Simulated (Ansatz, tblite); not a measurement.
Forces on Sn₄Ge⁻ at its r2SCAN-D4/def2-SVPD geometry. The state is a doublet with charge -1.

In the def2 sets Sn takes a core potential; there is no spin–orbit coupling. The xTB rows come from tblite. Another isomer (doublet) lies 0.88 eV lower at PBE0-D4/def2-TZVPD; other spin states weren't run for this one.

GFN2-xTB (tblite), largest force 1.44 eV/Å:

```xyz
5
positions Å, forces eV/Å
Ge   -0.684    0.460   -0.720    0.173   -0.084    0.155
Sn    1.993   -0.118    0.196   -0.686   -0.173   -0.657
Sn    1.058   -0.230   -2.513   -0.232    0.237    1.406
Sn   -0.268   -1.150    1.666   -0.253    0.885   -0.380
Sn   -2.099    1.038    1.372    0.999   -0.865   -0.524
```

PBE-D4/def2-TZVPD (Ansatz), largest force 0.17 eV/Å:

```
Ge -0.089 0.060 -0.104
Sn 0.160 0.039 0.054
Sn 0.037 -0.046 -0.120
Sn -0.018 -0.133 0.084
Sn -0.089 0.078 0.086
```
